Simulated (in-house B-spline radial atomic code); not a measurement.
Atomic self-consistent-field run: P6+ (an excited or competing configuration). Computed with a radial B-spline atomic code at the basis-set limit: non-relativistic B97-1, spin-polarised, spherical fractional occupations, exact exchange averaged over the configuration, point nucleus.

Command:
```bash
python run_scf.py task.json out
```
Settings:
```
Z                15
configuration    [He] 2s1 2p5 3p1
hamiltonian      nr
method           b97_1
spin_polarised   True
exact_exchange   averaged over the configuration
```

Output (hartree, bohr):
```
 radial grid: 42 intervals, B-splines of order 8, outer radius 10.2985 bohr

 iter        energy (Eh)    residual
    1        -312.343001    8.24e-01
    2        -318.272254    2.31e-01
    3        -318.659436    8.52e-02
    4        -318.717834    3.10e-02
    5        -318.726845    8.52e-03
    6        -318.727502    1.31e-04
    7        -318.727502    6.79e-06
    8        -318.727502    1.14e-07

 total energy                      -318.72750
 kinetic                             318.4191
 electron-nucleus                   -713.4342
 Hartree                              94.8497
 exact exchange                       -3.5865
 exchange-correlation                -14.9756

 orbital      occ     eigenvalue          <r>       <r^2>       <1/r>       <r^4>     <1/r^2>       r_max
 1s up      1.000       -83.3995     0.103811     0.01449     14.5808 0.000541532     429.365     0.06798
 1s down    1.000       -83.2049     0.103741   0.0144632     14.5842 0.000538473     429.439       0.068
 2s up      1.000       -11.8578     0.491379    0.284961     2.98259     0.14199     36.6593      0.4073
 2p up      3.000       -10.1470     0.444882    0.243544     2.89447    0.120776     11.5767      0.3388
 2p down    2.000        -9.7637     0.449483    0.249229     2.87487    0.126961     11.4635      0.3397
 3p up      1.000        -3.2856      1.39307     2.22702    0.981533      7.5841     2.09976       1.273
```

Time taken, with all properties: 0.14 s on 1 thread of Arm Neoverse N1, with other jobs on the host.
